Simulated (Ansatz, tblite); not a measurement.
B oxide hydroxide: gap (eV) at several levels, gas phase, relaxed structures; Ansatz, xTB through tblite. Clusters are the lowest isomers that short searches found in that spin, judged at the geometry's level. The structures are stationary points that may keep the symmetry of their start.

```csv
species,state,geometry,GFN1-xTB,GFN2-xTB,PBE-D4/def2-TZVPD,PBE0-D4/def2-SVP,PBE0-D4/def2-TZVP,PBE0-D4/def2-TZVPD
BO3H3,singlet,PBE-D4/def2-TZVP,2.72,2.94,1.22,3.65,3.62,3.38
B2O4H2,singlet,PBE0-D4/def2-SVP,7.91,6.95,5.42,8.76,8.54,8.32
B2O5H4,singlet,PBE-D4/def2-SVP,7.58,6.70,4.69,8.02,7.91,7.81
```

Estimate the rows for BO2H (singlet, PBE0-D4/def2-TZVP geometry).


```csv
species,state,geometry,GFN1-xTB,GFN2-xTB,PBE-D4/def2-TZVPD,PBE0-D4/def2-SVP,PBE0-D4/def2-TZVP,PBE0-D4/def2-TZVPD
BO2H,singlet,PBE0-D4/def2-TZVP,9.53,8.56,6.21,9.37,8.91,8.52
```

Over the 4 species that have every level, the mean is 6.94 at GFN1-xTB, 6.29 at GFN2-xTB, 4.39 at PBE-D4/def2-TZVPD, 7.45 at PBE0-D4/def2-SVP, 7.25 at PBE0-D4/def2-TZVP, 7.01 at PBE0-D4/def2-TZVPD. Orbital gaps grow with the share of exact exchange and aren't one observable across functionals.
